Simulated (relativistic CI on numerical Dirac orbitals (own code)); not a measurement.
Results of a calculation; reference values are marked as such.
Quantum defects of the nd series of Ti3+

Problem. The nd ²D levels with J = 5/2 of Ti3+ lie at 3d: 382.1, 4d: 196890.0, 5d: 258877.1, 6d: 289206.9 cm⁻¹ (Corliss and Sugar, J. Phys. Chem. Ref. Data 8, 1 (1979)), and the ionisation limit at 348973.3 cm⁻¹ (NIST ASD). Find the quantum defects and predict 7d.

Working.
1. The outer electron sees the charge z = 4; R = 109736.06 cm⁻¹ for this mass. The binding energy T = limit − E defines n* = z√(R/T).
2. Values: 3d: T = 348591.2, n* = 2.2443, δ = n − n* = 0.7557; 4d: T = 152083.3, n* = 3.3978, δ = n − n* = 0.6022; 5d: T = 90096.2, n* = 4.4145, δ = n − n* = 0.5855; 6d: T = 59766.4, n* = 5.4201, δ = n − n* = 0.5799.
3. With δ held at 0.5799: E(7d) = limit − Rz²/(7 − δ)² = 306375.4 cm⁻¹.
4. The Ritz form δ = δ₀ + a/n*² through the last two members has a = 0.3234 and δ₀ = 0.5689, so with n* ≈ 7 − 0.5799, δ(7) = 0.5768 and E = 306417.4 cm⁻¹.

Check. The measured level is 306408.3 cm⁻¹ (δ = 0.5774), so the two predictions miss by -32.9 and 9.1 cm⁻¹. The defect is large because this electron penetrates the core.
